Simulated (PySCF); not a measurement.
# Computed records: B2ClHN, B2FH2, B2FH2N, AlB2H6N and others

Computed with PySCF 2.14.0. Calculation on a computer-drawn molecule: optimised geometry and harmonic frequencies of an isolated molecule of the commonest isotopes, restricted reference for singlets and unrestricted otherwise, frozen core in MP2.

(1) B2ClHN

Start structure:
```xyz
5
B2ClHN
N     -1.9439     1.9443    -0.9909
B     -1.4611     0.8652    -0.7291
B     -0.8034    -0.6044    -0.3728
Cl    -0.1628    -2.0359    -0.0256
H     -2.3402     2.8302    -1.2058
```

Settings of this run: charge 1, multiplicity 1, method MP2 and basis cc-pV(D+d)Z.

Results for B2ClHN: rotational constants 2.018, 2.018 GHz; total energy -564.0814 hartree; convergence status largest gradient component 3.144e-05 hartree/bohr.

Drawn bonds:
| atom | other atom | order |
| --- | --- | --- |
| 1 | 2 | 2 |
| 2 | 3 | 1 |
| 3 | 4 | 1 |
| 1 | 5 | 1 |

Optimised structure:
```xyz
5
B2ClHN
N     -1.9487     1.9550    -0.9935
B     -1.4478     0.8356    -0.7220
B     -0.8034    -0.6044    -0.3728
Cl    -0.1588    -2.0448    -0.0235
H     -2.3527     2.8580    -1.2125
```

Modes:
| frequency (cm⁻¹) | reduced mass (dalton) |
| --- | --- |
| 137 | 5.758 |
| 137.3 | 5.762 |
| 409.2 | 10.23 |
| 409.3 | 10.24 |
| 522.7 | 11.88 |
| 640.1 | 1.215 |
| 640.2 | 1.215 |
| 1356 | 11.36 |
| 1885 | 7.793 |
| 3734 | 1.106 |

(2) B2FH2

Start structure:
```xyz
5
B2FH2
B     -1.7823    -1.8214     0.1197
B     -1.3378    -2.7651    -1.0783
F     -0.9958    -3.5081    -1.9788
H     -2.9345    -1.6813     0.4444
H     -1.0824    -1.2746     0.8330
```

Here we set charge 1, multiplicity 1, method HF and basis cc-pVDZ.

The calculation gives: rotational constants 220.4, 6.982, 6.767 GHz; total energy -149.6806 hartree; convergence status largest gradient component 2.132e-05 hartree/bohr.

Drawn bonds:
| atom | other atom | order |
| --- | --- | --- |
| 1 | 2 | 1 |
| 2 | 3 | 1 |
| 1 | 4 | 1 |
| 1 | 5 | 1 |

Optimised structure:
```xyz
5
B2FH2
B     -1.8411    -1.7773     0.2264
B     -1.3325    -2.8035    -1.0971
F     -0.9777    -3.5192    -2.0207
H     -3.0103    -1.7015     0.3994
H     -0.9712    -1.2490     0.8321
```

Modes:
| frequency (cm⁻¹) | reduced mass (dalton) |
| --- | --- |
| 286.2 | 2.844 |
| 336.6 | 5.48 |
| 620.2 | 6.426 |
| 821.5 | 1.547 |
| 974.2 | 1.379 |
| 1211 | 1.105 |
| 1757 | 12.33 |
| 2776 | 1.04 |
| 2923 | 1.139 |

(3) B2FH2N

Start structure:
```xyz
6
B2FH2N
B     -1.6889    -0.4482    -1.9837
N     -1.1134    -0.7276    -0.9083
B     -0.5191    -1.0112     0.3277
F     -0.3460    -0.0614     1.2441
H     -2.1543    -0.2196    -3.0006
H     -0.0331    -2.0686     0.5891
```

Here we set charge 0, multiplicity 1, method HF and basis cc-pVDZ.

Results for B2FH2N: rotational constants 53.13, 4.562, 4.201 GHz; total energy -204.5338 hartree; convergence status largest gradient component 2.604e-05 hartree/bohr.

Drawn bonds:
| atom | other atom | order |
| --- | --- | --- |
| 1 | 2 | 2 |
| 2 | 3 | 1 |
| 3 | 4 | 1 |
| 1 | 5 | 1 |
| 3 | 6 | 1 |

Optimised structure:
```xyz
6
B2FH2N
B     -1.6621    -0.4582    -1.9841
N     -1.1159    -0.6847    -0.8933
B     -0.4878    -1.0005     0.3245
F     -0.3542    -0.0634     1.2645
H     -2.1778    -0.2414    -3.0127
H     -0.0570    -2.0884     0.5694
```

Modes:
| frequency (cm⁻¹) | reduced mass (dalton) |
| --- | --- |
| 160.1 | 4.179 |
| 186.7 | 3.262 |
| 547.1 | 9.735 |
| 816.5 | 1.339 |
| 838.3 | 1.35 |
| 990.4 | 1.692 |
| 1039 | 3.782 |
| 1164 | 1.536 |
| 1386 | 3.91 |
| 2041 | 5.413 |
| 2764 | 1.094 |
| 3000 | 1.199 |

(4) AlB2H6N

Start structure:
```xyz
10
AlB2H6N
B     -0.8710     1.0639     0.8629
B      0.4053     0.3371     0.1668
N      1.0584    -0.9635     0.3781
Al     1.6182     0.9786    -1.3241
H     -1.9251     0.9880     0.4253
H     -0.7700     1.8406     1.6698
H      0.7953    -1.5937     1.0958
H      1.8050    -1.2431    -0.1553
H      1.6971     2.2215    -2.2940
H      2.7585    -0.0700    -1.6989
```

Settings of this run: charge 0, multiplicity 1, method HF and basis cc-pV(D+d)Z.

It finds rotational constants 7.404, 3.668, 2.504 GHz; total energy -349.2158 hartree; convergence status largest gradient component 2.176e-05 hartree/bohr.

Drawn bonds:
| atom | other atom | order |
| --- | --- | --- |
| 1 | 2 | 1 |
| 2 | 3 | 1 |
| 2 | 4 | 1 |
| 1 | 5 | 1 |
| 1 | 6 | 1 |
| 3 | 7 | 1 |
| 3 | 8 | 1 |
| 4 | 9 | 1 |
| 4 | 10 | 1 |

Optimised structure:
```xyz
10
AlB2H6N
B     -0.7550     1.0547     0.7465
B      0.5396     0.1534     0.1525
N      0.9684    -1.1056     0.5826
Al     1.6889     1.0548    -1.4861
H     -1.8509     1.0018     0.2442
H     -0.6081     1.8910     1.6038
H      0.5281    -1.6190     1.3200
H      1.7470    -1.5937     0.1901
H      1.3875     2.4735    -2.1370
H      2.9262     0.2483    -2.0901
```

Modes:
| frequency (cm⁻¹) | reduced mass (dalton) |
| --- | --- |
| 99.74 | 1.049 |
| 130 | 2.618 |
| 218.7 | 2.512 |
| 274.9 | 1.538 |
| 309.7 | 1.242 |
| 451.5 | 2.488 |
| 504.9 | 1.92 |
| 526 | 1.085 |
| 619.5 | 1.271 |
| 663.3 | 1.212 |
| 819 | 1.495 |
| 829.6 | 2.984 |
| 852.4 | 1.068 |
| 986.8 | 1.38 |
| 1128 | 1.533 |
| 1269 | 1.25 |
| 1402 | 4.497 |
| 1773 | 1.177 |
| 1923 | 1.047 |
| 1950 | 1.037 |
| 2633 | 1.058 |
| 2688 | 1.12 |
| 3789 | 1.05 |
| 3883 | 1.098 |

(5) B2ClH4N

Start structure:
```xyz
8
B2ClH4N
B     -0.7224    -0.3490    -1.9835
B     -0.4463     0.1673    -0.4737
N     -0.9738     1.1159     0.2601
Cl     0.8363    -0.7881     0.3751
H     -1.4751    -1.2362    -2.2498
H     -0.0599     0.1368    -2.9360
H     -0.7000     1.3308     1.2954
H     -1.7343     1.7317    -0.0300
```

It was run with charge 0, multiplicity 1, method HF and basis cc-pV(D+d)Z.

Results for B2ClH4N: rotational constants 7.747, 4.688, 2.994 GHz; total energy -565.7215 hartree; convergence status largest gradient component 3.455e-05 hartree/bohr.

Drawn bonds:
| atom | other atom | order |
| --- | --- | --- |
| 1 | 2 | 1 |
| 2 | 3 | 1 |
| 2 | 4 | 1 |
| 1 | 5 | 1 |
| 1 | 6 | 1 |
| 3 | 7 | 1 |
| 3 | 8 | 1 |

Optimised structure:
```xyz
8
B2ClH4N
B     -0.7061    -0.3460    -2.0241
B     -0.3951     0.1348    -0.4182
N     -0.9998     1.1448     0.3143
Cl     0.9027    -0.8236     0.4066
H     -1.5046    -1.2078    -2.2765
H     -0.1013     0.1273    -2.9483
H     -0.7479     1.3543     1.2588
H     -1.7233     1.7253    -0.0551
```

Modes:
| frequency (cm⁻¹) | reduced mass (dalton) |
| --- | --- |
| 192.8 | 1.281 |
| 194 | 2.026 |
| 345.7 | 3.279 |
| 364.6 | 1.84 |
| 521 | 1.247 |
| 604.4 | 6.082 |
| 619.9 | 1.122 |
| 820.5 | 1.813 |
| 847.2 | 2.191 |
| 987.3 | 1.434 |
| 1146 | 1.91 |
| 1280 | 1.276 |
| 1431 | 3.929 |
| 1747 | 1.246 |
| 2669 | 1.058 |
| 2734 | 1.123 |
| 3809 | 1.051 |
| 3917 | 1.099 |

(6) BHOSi

Start structure:
```xyz
4
BHOSi
O      0.4086     1.1965    -0.3515
B      1.1755     2.0563    -0.0605
Si     2.5098     3.5758     0.3440
H      2.5331     3.2324     1.8138
```

It was run with charge 0, multiplicity 1, method MP2 and basis cc-pV(D+d)Z.

The calculation gives: rotational constants 225.9, 4.312, 4.232 GHz; total energy -389.3945 hartree; convergence status largest gradient component 3.041e-05 hartree/bohr.

Drawn bonds:
| atom | other atom | order |
| --- | --- | --- |
| 1 | 2 | 2 |
| 2 | 3 | 1 |
| 3 | 4 | 1 |

Optimised structure:
```xyz
4
BHOSi
O      0.3998     1.1866    -0.3535
B      1.1901     2.0702    -0.0473
Si     2.5135     3.5822     0.3371
H      2.5236     3.2220     1.8095
```

Modes:
| frequency (cm⁻¹) | reduced mass (dalton) |
| --- | --- |
| 263.9 | 10.97 |
| 280.4 | 4.75 |
| 479.1 | 11.26 |
| 757.7 | 1.258 |
| 1883 | 12.43 |
| 2138 | 1.042 |

(7) AlBFH2

Start structure:
```xyz
5
AlBFH2
B     -2.4223    -0.2924     3.2517
Al    -0.9954    -1.4009     2.4095
F      0.2003    -2.1807     1.7377
H     -3.0741     0.4690     2.5006
H     -2.8980    -0.6935     4.2645
```

Here we set charge 0, multiplicity 2, method HF and basis cc-pV(D+d)Z.

Results for AlBFH2: rotational constants 33.84, 5.406, 4.852 GHz; total energy -367.2187 hartree; spin squared 0.8014; convergence status largest gradient component 2.462e-05 hartree/bohr.

Drawn bonds:
| atom | other atom | order |
| --- | --- | --- |
| 1 | 2 | 1 |
| 2 | 3 | 1 |
| 1 | 4 | 1 |
| 1 | 5 | 1 |

Optimised structure:
```xyz
5
AlBFH2
B     -2.4605    -0.3918     3.1692
Al    -1.3376    -1.8899     2.0990
F      0.3203    -1.8024     1.9861
H     -2.9435     0.5442     2.5910
H     -2.7681    -0.5586     4.3187
```

Modes:
| frequency (cm⁻¹) | reduced mass (dalton) |
| --- | --- |
| 160.8 | 5.654 |
| 180.9 | 1.117 |
| 500 | 1.189 |
| 506.1 | 5.278 |
| 821.1 | 4.631 |
| 863.2 | 1.795 |
| 1200 | 1.129 |
| 2658 | 1.05 |
| 2744 | 1.124 |

(8) C3H7B

Start structure:
```xyz
11
C3H7B
C     -3.4674    -2.6755    -1.1498
B     -2.1837    -2.0151    -0.8306
C     -0.9550    -1.3796    -0.6098
C     -0.0436    -1.4533     0.4937
H     -3.4296    -3.7811    -1.2151
H     -3.8684    -2.3276    -2.1648
H     -4.3049    -2.3853    -0.4097
H     -0.6164    -0.7320    -1.4242
H     -0.3653    -2.1368     1.3244
H      1.0069    -1.8028     0.1970
H      0.1894    -0.5215     0.9708
```

It was run with charge 0, multiplicity 1, method HF and basis cc-pVDZ.

Drawn bonds:
| atom | other atom | order |
| --- | --- | --- |
| 1 | 2 | 1 |
| 2 | 3 | 2 |
| 3 | 4 | 1 |
| 1 | 5 | 1 |
| 1 | 6 | 1 |
| 1 | 7 | 1 |
| 3 | 8 | 1 |
| 4 | 9 | 1 |
| 4 | 10 | 1 |
| 4 | 11 | 1 |

## Withheld values
1. Estimate the total energy of C3H7B (entry 8).

Calculated values
1. -142.3222 hartree

Further results for C3H7B (entry 8):

| Quantity | Value |
| --- | --- |
| rotational constants | 33.94, 3.373, 3.191 GHz |
| convergence status largest gradient component | 3.593e-05 hartree/bohr |

Optimised structure:
```xyz
11
C3H7B
C     -3.5164    -2.6828    -1.1451
B     -2.1546    -2.0117    -0.8489
C     -0.9392    -1.3742    -0.6509
C      0.0044    -1.4653     0.5272
H     -3.4443    -3.7702    -1.2107
H     -3.8495    -2.3172    -2.1241
H     -4.2848    -2.4121    -0.4183
H     -0.6264    -0.7161    -1.4625
H     -0.3708    -2.1407     1.2989
H      0.9886    -1.8328     0.2222
H      0.1549    -0.4875     0.9941
```

Modes:
| frequency (cm⁻¹) | reduced mass (dalton) |
| --- | --- |
| 67.62 | 1.129 |
| 143.6 | 2.685 |
| 194.4 | 1.168 |
| 340.9 | 2.531 |
| 450.7 | 2.419 |
| 668.5 | 1.274 |
| 749.7 | 3.088 |
| 896.1 | 1.503 |
| 984.9 | 1.431 |
| 1027 | 1.405 |
| 1132 | 2.917 |
| 1138 | 1.372 |
| 1308 | 1.34 |
| 1435 | 1.314 |
| 1520 | 1.221 |
| 1535 | 1.042 |
| 1560 | 1.054 |
| 1583 | 1.044 |
| 1596 | 1.06 |
| 1801 | 7.442 |
| 3161 | 1.036 |
| 3167 | 1.041 |
| 3214 | 1.103 |
| 3237 | 1.1 |
| 3239 | 1.092 |
| 3261 | 1.086 |
| 3266 | 1.103 |
